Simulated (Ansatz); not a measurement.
Born–Oppenheimer molecular dynamics of a periodic cell of 13 atoms, Zn₁₂H (host Zn, host structure hcp, interstitial H). It starts from a partly relaxed structure (largest force component 0.07 eV/Å).

These are results of DFT PBEsol, scalar-relativistic, plane waves, PAW in Ansatz 0.2.0, not measurements. Settings: accuracy low, cutoff 420 eV, k mesh 3x2x3, fermi-dirac smearing 0.05 eV, no spin polarisation.

```json
{"ensemble": "NVT, Langevin thermostat", "time step": "0.75 fs", "steps asked": "230", "set temperature": "1200 K", "friction": "0.05 /fs", "seed": "672944"}
```

Frames 0.75 fs apart, positions in Å, forces in eV/Å.

Velocities at 157.5 fs (Å/ps):

```
Zn -3.85 8.74 3.31
Zn -0.52 0.44 3.60
Zn 6.23 3.81 0.57
Zn -0.93 0.62 1.41
Zn -6.07 1.56 -1.99
Zn -4.74 3.49 -1.02
Zn -0.45 2.30 -7.99
Zn -3.85 -1.84 4.37
Zn 4.85 -2.82 1.04
Zn -1.69 1.76 1.35
Zn -0.99 0.51 1.02
Zn -3.51 1.94 3.90
H 22.58 17.99 -6.59
```

```xyz
13
Lattice="5.3200 0.0000 0.0000 -3.9900 6.9109 0.0000 0.0000 0.0000 4.9370" Properties=species:S:1:pos:R:3:forces:R:3 time_fs=157.5 energy_less_start_eV=1.779 T=898
Zn 0.110 0.296 0.131 0.35 0.08 0.37
Zn -0.041 1.673 2.896 -0.09 -0.71 -0.66
Zn -1.420 2.423 -0.061 0.84 -1.35 1.10
Zn -1.588 3.752 2.337 1.28 0.09 -0.41
Zn -2.798 5.073 -0.339 0.03 -1.28 1.57
Zn -2.782 6.091 2.615 -0.10 0.94 -1.52
Zn 2.967 0.149 0.126 -0.91 -0.62 -1.12
Zn 2.503 1.358 2.177 0.12 0.45 0.70
Zn 1.578 2.400 -0.055 -1.35 0.41 -0.03
Zn 1.420 3.685 2.524 -1.32 0.49 -0.06
Zn 0.010 4.633 0.353 0.41 -0.54 -0.61
Zn -0.101 6.079 2.163 0.34 0.40 1.43
H -1.150 3.709 4.143 0.39 1.63 -0.76
13
Lattice="5.3200 0.0000 0.0000 -3.9900 6.9109 0.0000 0.0000 0.0000 4.9370" Properties=species:S:1:pos:R:3:forces:R:3 time_fs=158.25 energy_less_start_eV=1.727 T=1102
Zn 0.107 0.303 0.134 0.37 0.04 0.38
Zn -0.041 1.673 2.898 -0.09 -0.71 -0.68
Zn -1.415 2.425 -0.061 0.85 -1.09 0.98
Zn -1.589 3.752 2.338 1.28 0.09 -0.43
Zn -2.802 5.074 -0.341 0.03 -1.27 1.58
Zn -2.785 6.093 2.614 -0.10 0.93 -1.52
Zn 2.967 0.151 0.120 -0.91 -0.62 -1.09
Zn 2.501 1.356 2.181 0.13 0.45 0.68
Zn 1.582 2.397 -0.054 -1.33 0.43 -0.02
Zn 1.419 3.687 2.525 -1.31 0.48 -0.07
Zn 0.009 4.634 0.353 0.41 -0.52 -0.58
Zn -0.103 6.081 2.166 0.33 0.40 1.39
H -1.134 3.732 4.132 0.34 1.39 -0.63
13
Lattice="5.3200 0.0000 0.0000 -3.9900 6.9109 0.0000 0.0000 0.0000 4.9370" Properties=species:S:1:pos:R:3:forces:R:3 time_fs=159 energy_less_start_eV=1.670 T=1285
Zn 0.104 0.312 0.137 0.39 -0.02 0.39
Zn -0.042 1.673 2.902 -0.09 -0.71 -0.70
Zn -1.409 2.428 -0.061 0.87 -0.77 0.84
Zn -1.592 3.751 2.340 1.27 0.09 -0.47
Zn -2.806 5.077 -0.342 0.02 -1.27 1.60
Zn -2.789 6.096 2.614 -0.09 0.93 -1.52
Zn 2.967 0.152 0.115 -0.92 -0.60 -1.05
Zn 2.498 1.355 2.185 0.13 0.45 0.65
Zn 1.587 2.394 -0.054 -1.30 0.45 -0.01
Zn 1.417 3.688 2.526 -1.31 0.47 -0.08
Zn 0.008 4.636 0.351 0.41 -0.51 -0.54
Zn -0.105 6.084 2.168 0.33 0.39 1.35
H -1.115 3.764 4.112 0.28 1.08 -0.46
13
Lattice="5.3200 0.0000 0.0000 -3.9900 6.9109 0.0000 0.0000 0.0000 4.9370" Properties=species:S:1:pos:R:3:forces:R:3 time_fs=159.75 energy_less_start_eV=1.625 T=1249
Zn 0.102 0.320 0.141 0.41 -0.06 0.41
Zn -0.043 1.673 2.905 -0.09 -0.70 -0.72
Zn -1.405 2.431 -0.061 0.88 -0.50 0.73
Zn -1.594 3.750 2.341 1.28 0.10 -0.51
Zn -2.810 5.079 -0.343 0.02 -1.26 1.60
Zn -2.792 6.100 2.613 -0.09 0.91 -1.51
Zn 2.966 0.152 0.109 -0.93 -0.59 -1.02
Zn 2.497 1.354 2.191 0.14 0.45 0.61
Zn 1.591 2.391 -0.054 -1.28 0.47 0.00
Zn 1.417 3.688 2.527 -1.31 0.47 -0.10
Zn 0.007 4.639 0.348 0.40 -0.50 -0.50
Zn -0.107 6.088 2.169 0.32 0.38 1.32
H -1.092 3.794 4.089 0.23 0.83 -0.30
13
Lattice="5.3200 0.0000 0.0000 -3.9900 6.9109 0.0000 0.0000 0.0000 4.9370" Properties=species:S:1:pos:R:3:forces:R:3 time_fs=160.5 energy_less_start_eV=1.592 T=1211
Zn 0.099 0.327 0.144 0.44 -0.11 0.43
Zn -0.045 1.671 2.908 -0.08 -0.70 -0.75
Zn -1.400 2.433 -0.062 0.89 -0.27 0.64
Zn -1.597 3.749 2.344 1.29 0.10 -0.54
Zn -2.813 5.081 -0.343 0.02 -1.24 1.59
Zn -2.795 6.105 2.611 -0.09 0.88 -1.49
Zn 2.967 0.154 0.104 -0.95 -0.58 -0.99
Zn 2.495 1.353 2.196 0.14 0.46 0.58
Zn 1.595 2.388 -0.056 -1.25 0.49 0.01
Zn 1.416 3.688 2.528 -1.32 0.47 -0.11
Zn 0.005 4.642 0.346 0.40 -0.49 -0.46
Zn -0.108 6.092 2.169 0.32 0.37 1.29
H -1.067 3.824 4.071 0.19 0.62 -0.20
13
Lattice="5.3200 0.0000 0.0000 -3.9900 6.9109 0.0000 0.0000 0.0000 4.9370" Properties=species:S:1:pos:R:3:forces:R:3 time_fs=161.25 energy_less_start_eV=1.562 T=1392
Zn 0.097 0.335 0.147 0.46 -0.16 0.44
Zn -0.048 1.668 2.911 -0.07 -0.68 -0.77
Zn -1.396 2.435 -0.062 0.90 -0.07 0.57
Zn -1.598 3.748 2.346 1.29 0.11 -0.56
Zn -2.816 5.082 -0.342 0.01 -1.22 1.57
Zn -2.797 6.111 2.610 -0.09 0.84 -1.46
Zn 2.967 0.157 0.099 -0.97 -0.59 -0.96
Zn 2.493 1.352 2.201 0.15 0.46 0.56
Zn 1.600 2.385 -0.057 -1.23 0.52 0.02
Zn 1.415 3.688 2.528 -1.32 0.47 -0.12
Zn 0.002 4.645 0.342 0.42 -0.47 -0.40
Zn -0.110 6.096 2.169 0.32 0.35 1.25
H -1.036 3.859 4.059 0.13 0.44 -0.14
13
Lattice="5.3200 0.0000 0.0000 -3.9900 6.9109 0.0000 0.0000 0.0000 4.9370" Properties=species:S:1:pos:R:3:forces:R:3 time_fs=162 energy_less_start_eV=1.535 T=1278
Zn 0.094 0.342 0.150 0.48 -0.22 0.46
Zn -0.051 1.665 2.915 -0.06 -0.66 -0.79
Zn -1.391 2.436 -0.062 0.90 0.10 0.51
Zn -1.598 3.747 2.348 1.28 0.11 -0.57
Zn -2.820 5.082 -0.341 0.01 -1.20 1.55
Zn -2.800 6.116 2.609 -0.08 0.81 -1.43
Zn 2.966 0.159 0.094 -0.98 -0.59 -0.93
Zn 2.492 1.353 2.205 0.15 0.47 0.53
Zn 1.605 2.382 -0.059 -1.21 0.54 0.02
Zn 1.414 3.689 2.528 -1.31 0.46 -0.13
Zn -0.001 4.647 0.339 0.43 -0.44 -0.33
Zn -0.111 6.101 2.169 0.32 0.33 1.21
H -1.003 3.894 4.045 0.07 0.28 -0.10
13
Lattice="5.3200 0.0000 0.0000 -3.9900 6.9109 0.0000 0.0000 0.0000 4.9370" Properties=species:S:1:pos:R:3:forces:R:3 time_fs=162.75 energy_less_start_eV=1.516 T=1148
Zn 0.091 0.350 0.153 0.50 -0.27 0.47
Zn -0.054 1.661 2.918 -0.05 -0.65 -0.82
Zn -1.387 2.437 -0.062 0.88 0.24 0.48
Zn -1.599 3.746 2.349 1.27 0.11 -0.57
Zn -2.824 5.083 -0.340 0.00 -1.18 1.53
Zn -2.802 6.120 2.608 -0.07 0.78 -1.40
Zn 2.964 0.160 0.090 -0.99 -0.59 -0.90
Zn 2.491 1.353 2.209 0.15 0.47 0.51
Zn 1.609 2.378 -0.060 -1.19 0.56 0.03
Zn 1.412 3.690 2.529 -1.29 0.45 -0.14
Zn -0.005 4.649 0.336 0.45 -0.41 -0.26
Zn -0.113 6.106 2.170 0.32 0.32 1.17
H -0.967 3.926 4.031 0.02 0.16 -0.10
13
Lattice="5.3200 0.0000 0.0000 -3.9900 6.9109 0.0000 0.0000 0.0000 4.9370" Properties=species:S:1:pos:R:3:forces:R:3 time_fs=163.5 energy_less_start_eV=1.504 T=1137
Zn 0.087 0.356 0.158 0.52 -0.32 0.49
Zn -0.058 1.659 2.921 -0.04 -0.63 -0.84
Zn -1.383 2.437 -0.062 0.87 0.34 0.46
Zn -1.600 3.746 2.352 1.26 0.11 -0.57
Zn -2.828 5.084 -0.338 0.00 -1.17 1.51
Zn -2.805 6.123 2.608 -0.07 0.76 -1.38
Zn 2.961 0.160 0.086 -1.00 -0.59 -0.87
Zn 2.489 1.354 2.212 0.15 0.47 0.49
Zn 1.612 2.375 -0.063 -1.16 0.59 0.04
Zn 1.410 3.690 2.530 -1.27 0.45 -0.15
Zn -0.009 4.651 0.333 0.49 -0.36 -0.16
Zn -0.115 6.109 2.171 0.32 0.30 1.13
H -0.930 3.958 4.021 -0.05 0.05 -0.15
13
Lattice="5.3200 0.0000 0.0000 -3.9900 6.9109 0.0000 0.0000 0.0000 4.9370" Properties=species:S:1:pos:R:3:forces:R:3 time_fs=164.25 energy_less_start_eV=1.494 T=1214
Zn 0.083 0.362 0.163 0.54 -0.36 0.49
Zn -0.059 1.656 2.923 -0.04 -0.62 -0.84
Zn -1.380 2.436 -0.060 0.85 0.44 0.44
Zn -1.600 3.746 2.354 1.24 0.11 -0.56
Zn -2.833 5.085 -0.335 0.01 -1.16 1.48
Zn -2.809 6.128 2.607 -0.06 0.73 -1.34
Zn 2.959 0.161 0.083 -1.01 -0.59 -0.85
Zn 2.488 1.355 2.215 0.16 0.47 0.47
Zn 1.615 2.372 -0.065 -1.13 0.61 0.04
Zn 1.408 3.691 2.532 -1.25 0.45 -0.16
Zn -0.013 4.652 0.330 0.52 -0.32 -0.05
Zn -0.117 6.112 2.173 0.31 0.29 1.09
H -0.891 3.994 4.007 -0.13 -0.05 -0.21
13
Lattice="5.3200 0.0000 0.0000 -3.9900 6.9109 0.0000 0.0000 0.0000 4.9370" Properties=species:S:1:pos:R:3:forces:R:3 time_fs=165 energy_less_start_eV=1.487 T=1300
Zn 0.079 0.369 0.167 0.56 -0.41 0.50
Zn -0.060 1.653 2.925 -0.05 -0.60 -0.85
Zn -1.376 2.435 -0.060 0.83 0.53 0.42
Zn -1.600 3.747 2.356 1.22 0.10 -0.56
Zn -2.838 5.085 -0.332 0.02 -1.14 1.45
Zn -2.812 6.132 2.607 -0.06 0.69 -1.30
Zn 2.957 0.162 0.080 -1.02 -0.60 -0.82
Zn 2.486 1.356 2.217 0.17 0.48 0.45
Zn 1.618 2.369 -0.067 -1.11 0.63 0.05
Zn 1.405 3.691 2.533 -1.22 0.45 -0.17
Zn -0.018 4.652 0.327 0.55 -0.28 0.08
Zn -0.119 6.114 2.175 0.31 0.29 1.05
H -0.850 4.037 3.987 -0.20 -0.13 -0.29
13
Lattice="5.3200 0.0000 0.0000 -3.9900 6.9109 0.0000 0.0000 0.0000 4.9370" Properties=species:S:1:pos:R:3:forces:R:3 time_fs=165.75 energy_less_start_eV=1.490 T=1372
Zn 0.074 0.376 0.171 0.59 -0.46 0.51
Zn -0.062 1.649 2.926 -0.06 -0.57 -0.85
Zn -1.373 2.434 -0.059 0.82 0.60 0.41
Zn -1.599 3.748 2.358 1.18 0.09 -0.55
Zn -2.842 5.086 -0.330 0.03 -1.12 1.42
Zn -2.815 6.137 2.606 -0.06 0.66 -1.26
Zn 2.955 0.164 0.076 -1.03 -0.62 -0.79
Zn 2.484 1.357 2.220 0.18 0.48 0.44
Zn 1.622 2.366 -0.068 -1.11 0.66 0.05
Zn 1.402 3.691 2.536 -1.17 0.45 -0.19
Zn -0.023 4.652 0.324 0.60 -0.23 0.24
Zn -0.120 6.115 2.178 0.30 0.28 1.00
H -0.810 4.087 3.969 -0.27 -0.21 -0.43
```

Of the whole run (172 fs, mean temperature of the second half 1314 K): A run of 0.17 ps of so small a system gives no equilibrium averages. Limits of this set-up: coarse k mesh, odd electron count without spin, a small cell, in which the defect meets its images, a typed lattice constant that wasn't relaxed here, low accuracy level.

Run time: 23 min on 2 threads of Intel(R) Xeon(R) Platinum 8488C (Sapphire Rapids), on a shared host, peak memory 0.63 GiB.
